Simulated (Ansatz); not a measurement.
An input meant for Be₁₃O₁₃ (charge 0, singlet).

```yaml
crystal:
  periodic: [false, false, false]
  atoms:
    - {symbol: O, position_ang: [-2.046783, -0.606451, 2.186013]}
    - {symbol: O, position_ang: [-2.174334, 0.044709, -0.522401]}
    - {symbol: O, position_ang: [-2.014872, -2.646335, 0.391850]}
    - {symbol: O, position_ang: [0.515426, -2.600452, -0.795670]}
    - {symbol: O, position_ang: [0.154102, -0.157369, -2.038038]}
    - {symbol: O, position_ang: [-1.612036, -2.267805, -1.979315]}
    - {symbol: O, position_ang: [-0.878904, 1.382833, 1.542610]}
    - {symbol: O, position_ang: [0.195600, -1.358095, 1.603051]}
    - {symbol: O, position_ang: [2.200239, 1.596570, -1.203718]}
    - {symbol: O, position_ang: [-0.495214, 2.198133, -0.973064]}
    - {symbol: O, position_ang: [2.471277, -0.608664, -0.158998]}
    - {symbol: O, position_ang: [2.171277, -0.608664, -0.208998]}
    - {symbol: O, position_ang: [3.088667, 1.609312, 1.432138]}
    - {symbol: Be, position_ang: [-1.370740, -1.866330, 1.545757]}
    - {symbol: Be, position_ang: [-2.326302, -1.511230, -0.783475]}
    - {symbol: Be, position_ang: [-2.118897, 0.440115, 1.008825]}
    - {symbol: Be, position_ang: [-0.966884, 0.754471, -1.338451]}
    - {symbol: Be, position_ang: [-0.158671, -1.667335, -1.953932]}
    - {symbol: Be, position_ang: [-0.974682, -3.075057, -0.694908]}
    - {symbol: Be, position_ang: [1.110924, -1.625508, 0.329526]}
    - {symbol: Be, position_ang: [1.054782, 2.568030, -0.911494]}
    - {symbol: Be, position_ang: [1.548406, 0.190131, -1.442731]}
    - {symbol: Be, position_ang: [-0.502074, -0.042055, 2.143807]}
    - {symbol: Be, position_ang: [2.179106, 2.706427, 1.277147]}
    - {symbol: Be, position_ang: [-0.356103, 2.451774, 0.600236]}
    - {symbol: Be, position_ang: [2.782108, 0.786527, 0.196797]}
basis:
  gaussian: {orbitals: "6-31++G**", fitting: {mean_field: def2-universal-jkfit}}
hamiltonian: {xc: {name: HF}}
scf: {omitted_lower_state_checks: [starts]}
```

```sh
$ ansatz run in.yaml --threads 2 --pin off --events-out ev --progress --plain --max-ram 22528MiB --backend cuda --devices 0, --max-vram 18GiB
```

Output, abridged:

```
Functional definition: HF
1664 factors; integrals over basis functions are off by at most 2.8e-1 eV
mean field evaluation 1: about -30895.6270 eV, gradient 1.4e2 eV
mean field evaluation 2: about -30854.8477 eV, gradient 1.7e2 eV
mean field evaluation 4: about -30946.0619 eV, gradient 1.3e1 eV
mean field evaluation 8: about -30947.0195 eV, gradient 8.9e-1 eV
mean field evaluation 16: about -30947.1110 eV, gradient 8.2e-5 eV
mean field -30947.11102427 eV, -1137.2853534367 hartree, gradient 4.2e-5 eV, S^2 0.000000; 0 other end points of the search recorded, 1 dependent functions left out
reference -30947.11102427 eV, -1137.2853534367 hartree; 78, 78 occupied and 415, 415 virtual orbitals, 1664 factors
Total energy: -30947.11102427 eV, -1137.2853534367 hartree
Checks for a lower state left out: starts
```

In this input one atom was put on top of another. The run converged. The result belongs to that input, not to the species as meant.

The 6-31G sets use Cartesian d functions.
